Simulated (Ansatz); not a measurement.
Input and output for CHAlFN (`[F][Al]1[CH]=[N]1`).

```yaml
crystal:
  periodic: [false, false, false]
  atoms:
    - {symbol: F, position_ang: [-2.088290, -0.890864, 1.099625]}
    - {symbol: Al, position_ang: [-0.728645, -0.338860, 0.383059]}
    - {symbol: C, position_ang: [0.852992, 0.037780, -0.430777]}
    - {symbol: N, position_ang: [0.176598, 1.120413, -0.177078]}
    - {symbol: H, position_ang: [1.837244, -0.002170, -0.916229]}
basis:
  gaussian: {orbitals: cc-pVTZ}
hamiltonian: {xc: {name: wB97X-V}}
```

```sh
$ ansatz run in.yaml --threads 2 --pin off --events-out ev --progress --plain --max-ram 4352MiB
```

Output, abridged:

```
Functional definition: wB97X-V
  name "wB97X-V"
  cite "Mardirossian & Head-Gordon, Phys. Chem. Chem. Phys. 16, 9904 (2014) doi:10.1039/C3CP54374A"
  cite "Becke, J. Chem. Phys. 107, 8554 (1997) doi:10.1063/1.475007"
  cite "Vydrov & Van Voorhis, J. Chem. Phys. 133, 244103 (2010) doi:10.1063/1.3521275"
  parameter omega = 0.3/bohr
  parameter cx = 0.167
  parameter cx1 = 0.603
  parameter cx2 = 1.194
  parameter css0 = 0.556
  parameter css1 = -0.257
  parameter cos0 = 1.219
  parameter cos1 = -1.850
  parameter b = 6.0
  parameter c = 0.01
  exchange = spin_sum(e_x_unif_sr(omega)*poly(b97_u_x, 1 - cx, cx1, cx2)) + cx*exact_x_sr(omega) + exact_x_lr(omega)
  correlation = spin_sum(e_c_pw_same_spin*poly(b97_u_same, css0, css1))
      + integral(e_c_pw_opposite_spin*poly(b97_u_opposite, cos0, cos1)) + vv10(b, c)
827 factors; their error is unknown
177 factors; integrals over basis functions are off by at most 1.6e-5 eV
mean field evaluation 1: about -11849.8563 eV, gradient 5.6e1 eV
mean field evaluation 2: about -11848.5278 eV, gradient 6.5e1 eV
mean field evaluation 4: about -11855.9575 eV, gradient 3.0e0 eV
mean field evaluation 8: about -11855.9816 eV, gradient 1.9e-1 eV
mean field evaluation 16: about -11855.9817 eV, gradient 2.8e-5 eV
mean field -11855.98173580 eV, -435.6992925175 hartree, gradient 2.8e-5 eV, S^2 0.000000; 0 other end points of the search recorded, 0 dependent functions left out
reference -11855.98173378 eV, -435.6992924433 hartree; 18, 18 occupied and 120, 120 virtual orbitals, 827 factors
Total energy: -11855.98173378 eV, -435.6992924433 hartree
```

It took 4.6 s on 2 threads of an Arm Neoverse V1 on a shared host, with 0.31 GiB of host memory at the peak.
